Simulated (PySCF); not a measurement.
Cu(NH3)2 (CuH₆N₂), SMILES [NH3]->[Cu+]<-[NH3], charge +1, multiplicity 1.

The structure is a stationary point at PBE-D3(BJ)/def2-SVP. The spin state was assumed, not searched.

Level of theory: PBE-D3(BJ)/def2-SVP run with PySCF.

Frequencies are harmonic and unscaled.

Modes within 1.5 cm⁻¹ of each other (mostly degenerate sets) share a row, with their intensities summed.

| mode | ν (cm⁻¹) | IR (km/mol) | moving atoms (share of kinetic energy) |
|---|---|---|---|
| 1 | 7 | 0.0 | H 100 % |
| 2–3 | 141 | 41.3 | N 43 %, Cu 33 %, H 25 % |
| 4 | 430 | 0.0 | N 81 %, H 19 % |
| 5 | 518 | 0.1 | N 53 %, Cu 35 %, H 13 % |
| 6–7 | 631 | 0.0 | H 87 %, N 13 % |
| 8–9 | 681 | 159.7 | H 82 %, N 16 % |
| 10–11 | 1249 | 181.8 | H 84 %, N 16 % |
| 12–15 | 1580 | 104.6 | H 95 % |
| 16–17 | 3360 | 48.9 | H 98 % |
| 18–21 | 3453 | 292.0 | H 92 %, N 8 % |
